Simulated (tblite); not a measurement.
C5H6F2OSi.
SMILES with atom numbers: `[CH3:1][C:2]1=[CH:3][CH:4]=[CH:5][O:6][Si:7]1([F:8])[F:9]` (hydrogens: H10, H11, H12 on C1; H13 on C3; H14 on C4; H15 on C5)

Computed with GFN2-xTB (tblite), gas phase: L-BFGS steps from a force-field or distance-geometry start until the largest atomic force falls under 0.01 eV/Å.

Step 10: E = -793.4694 eV
```
atom  x, y, z in Å  |  force x, y, z in eV/Å
C1      2.1206   -0.5686   -0.0840   -0.092   0.045   0.001
C2      0.6567   -0.2569   -0.0340   -0.068   0.025   0.015
C3     -0.3186   -1.1929   -0.0655    0.032   0.061  -0.032
C4     -1.7296   -0.8879   -0.0193    0.076  -0.060   0.018
C5     -2.2362    0.3490    0.0699   -0.014  -0.061  -0.016
O6     -1.5013    1.4778    0.1219   -0.058  -0.019   0.006
Si7     0.1167    1.5175    0.0885    0.068  -0.021  -0.009
F8      0.5708    2.4959   -1.0938   -0.040  -0.003   0.022
F9      0.6270    2.3367    1.3649   -0.037   0.009  -0.013
H10     2.3177   -1.6372   -0.1530   -0.029   0.077   0.013
H11     2.5948   -0.1557    0.8077    0.046  -0.128  -0.033
H12     2.5584   -0.0524   -0.9396    0.042  -0.120   0.013
H13    -0.0564   -2.2454   -0.1365   -0.017   0.131   0.015
H14    -2.4255   -1.7143   -0.0543    0.085   0.045   0.001
H15    -3.2993    0.5423    0.1051    0.007   0.019   0.000
```

Step 11: E = -793.4718 eV
```
atom  x, y, z in Å  |  force x, y, z in eV/Å
C1      2.1172   -0.5685   -0.0840   -0.024   0.009   0.000
C2      0.6535   -0.2545   -0.0335    0.019  -0.006   0.007
C3     -0.3193   -1.1930   -0.0665    0.054   0.074  -0.016
C4     -1.7287   -0.8890   -0.0188    0.067  -0.064   0.009
C5     -2.2350    0.3472    0.0699   -0.022  -0.038  -0.014
O6     -1.5012    1.4749    0.1216   -0.045   0.038   0.009
Si7     0.1165    1.5205    0.0888    0.058  -0.048  -0.007
F8      0.5675    2.5019   -1.0911   -0.034   0.003   0.000
F9      0.6238    2.3435    1.3633   -0.033   0.008   0.004
H10     2.3189   -1.6359   -0.1527   -0.076   0.037   0.008
H11     2.5979   -0.1631    0.8074    0.021  -0.082  -0.025
H12     2.5611   -0.0593   -0.9403    0.018  -0.076   0.013
H13    -0.0567   -2.2454   -0.1365   -0.006   0.136   0.011
H14    -2.4232   -1.7142   -0.0542    0.043  -0.001   0.000
H15    -3.2965    0.5430    0.1048   -0.038   0.009   0.002
```

Step 12: E = -793.4733 eV
```
atom  x, y, z in Å  |  force x, y, z in eV/Å
C1      2.1147   -0.5685   -0.0840    0.033  -0.021  -0.002
C2      0.6523   -0.2530   -0.0331    0.068  -0.001   0.000
C3     -0.3190   -1.1919   -0.0675    0.047   0.073   0.000
C4     -1.7270   -0.8903   -0.0182    0.029  -0.020   0.000
C5     -2.2346    0.3454    0.0695   -0.018  -0.004  -0.007
O6     -1.5015    1.4732    0.1216   -0.020   0.046   0.007
Si7     0.1171    1.5212    0.0889    0.011  -0.025   0.000
F8      0.5647    2.5059   -1.0891   -0.028   0.004  -0.014
F9      0.6210    2.3480    1.3620   -0.029   0.005   0.015
H10     2.3181   -1.6347   -0.1523   -0.099  -0.015   0.003
H11     2.6001   -0.1691    0.8066    0.012  -0.041  -0.005
H12     2.5630   -0.0649   -0.9405    0.008  -0.038  -0.002
H13    -0.0570   -2.2429   -0.1363    0.017   0.090   0.004
H14    -2.4210   -1.7140   -0.0541    0.015  -0.044  -0.001
H15    -3.2954    0.5436    0.1046   -0.047  -0.007   0.002
```

Step 13: E = -793.4744 eV
```
atom  x, y, z in Å  |  force x, y, z in eV/Å
C1      2.1137   -0.5690   -0.0840    0.063  -0.038  -0.002
C2      0.6529   -0.2518   -0.0328    0.080   0.025  -0.003
C3     -0.3180   -1.1898   -0.0681    0.024   0.055   0.011
C4     -1.7255   -0.8913   -0.0178   -0.012   0.024  -0.006
C5     -2.2345    0.3441    0.0691   -0.014   0.023   0.000
O6     -1.5019    1.4726    0.1217    0.001   0.026   0.003
Si7     0.1177    1.5212    0.0890   -0.033   0.010   0.006
F8      0.5621    2.5086   -1.0879   -0.024   0.002  -0.021
F9      0.6185    2.3511    1.3613   -0.025   0.000   0.019
H10     2.3156   -1.6343   -0.1520   -0.101  -0.064  -0.002
H11     2.6018   -0.1739    0.8060    0.015  -0.013   0.016
H12     2.5645   -0.0694   -0.9406    0.011  -0.010  -0.018
H13    -0.0568   -2.2394   -0.1361    0.038   0.038  -0.003
H14    -2.4192   -1.7146   -0.0541    0.012  -0.059  -0.001
H15    -3.2954    0.5437    0.1045   -0.036  -0.021   0.001
```

Task: Estimate the geometry and energy of step 14. (The exact step hangs on the optimiser's Hessian estimate; all steps are aligned on step 13, rigid shifts and turns removed.)

Result: E = -793.4758 eV, largest force 0.147 eV/Å
```
atom  x, y, z in Å  |  force x, y, z in eV/Å
C1      2.1137   -0.5703   -0.0841    0.076  -0.049  -0.002
C2      0.6550   -0.2496   -0.0324    0.064   0.055  -0.004
C3     -0.3162   -1.1861   -0.0687   -0.006   0.030   0.021
C4     -1.7238   -0.8921   -0.0175   -0.047   0.069  -0.011
C5     -2.2348    0.3430    0.0686   -0.011   0.044   0.008
O6     -1.5027    1.4725    0.1219    0.017  -0.007  -0.002
Si7     0.1180    1.5217    0.0891   -0.069   0.051   0.009
F8      0.5584    2.5120   -1.0869   -0.020  -0.001  -0.026
F9      0.6149    2.3550    1.3608   -0.021  -0.004   0.022
H10     2.3105   -1.6352   -0.1517   -0.093  -0.114  -0.008
H11     2.6044   -0.1802    0.8057    0.025   0.015   0.035
H12     2.5666   -0.0753   -0.9412    0.020   0.015  -0.032
H13    -0.0557   -2.2344   -0.1360    0.060  -0.017  -0.009
H14    -2.4166   -1.7166   -0.0540    0.022  -0.053   0.000
H15    -3.2962    0.5435    0.1044   -0.017  -0.033  -0.001
```

The energy changes by -0.0014 eV. The first-order estimate −F·Δx gives -0.0018 eV and the mean of the old and new forces, exact on a quadratic surface, -0.0014 eV. The step makes an angle of 57° with the force vector and moves no atom by more than 0.007 Å.

The cost below is that of the whole relaxation. Hardware: one thread, AMD EPYC 9R45 (x86_64), shared host with 192 logical CPUs at a one-minute load of 66. Cost: 0.14 s wall.
